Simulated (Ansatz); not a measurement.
Harmonic frequencies (cm⁻¹) at PBE0-D4/def2-TZVP from Ansatz: 130, 262, 535, 566, 774, 3867.

Each molecule was computed in one conformer, which needn't be the lowest.

Q: Which molecule is it?
A. `[OH][In][F]`•
B. `Cl[Si](Cl)Cl`•
C. `[NH2][Al][F]`•
D. `[O][InH][F]`•

A: A.
